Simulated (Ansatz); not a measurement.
The cluster SnPt2⁺. Total charge 1; quartet. Geometry r2SCAN-D4/def2-TZVP; atoms count from 1.

```tsv
atom	x (Å)	y (Å)	z (Å)
Pt1	-0.0454	1.4253	-0.0748
Pt2	-0.4995	-0.6598	-1.1637
Sn3	0.5449	-0.7655	1.2385
```

In the def2 sets Pt, Sn take a core potential; there is no spin–orbit coupling. At PBE0-D4/def2-TZVP a doublet of charge 1 lies 1.19 eV below the quartet, each at its own geometry. The structure comes from a short search, and lower isomers may exist.

**Question.** Estimate the Mulliken populations from the PBE0/def2-TZVP orbitals of Ansatz.

**Answer.** 
| atom | charge (e) | spin (α − β) | d electrons |
| --- | --- | --- | --- |
| Pt1 | 0.30 | 1.41 | 8.53 |
| Pt2 | 0.30 | 1.41 | 8.53 |
| Sn3 | 0.39 | 0.17 | – |
Mulliken values depend strongly on the basis.

**Question.** Where does the spin sit?

**Answer.** Summed by element: Pt 2.83, Sn 0.17, of 3 unpaired in all. Largest on single atoms: Pt1 1.41, Pt2 1.41, Sn3 0.17.

**Question.** And the Mayer bond orders between heavy atoms (over 0.3)?

**Answer.** Pt1–Pt2 1.43 (2.40 Å); Pt1–Sn3 1.01 (2.62 Å); Pt2–Sn3 1.01 (2.62 Å).
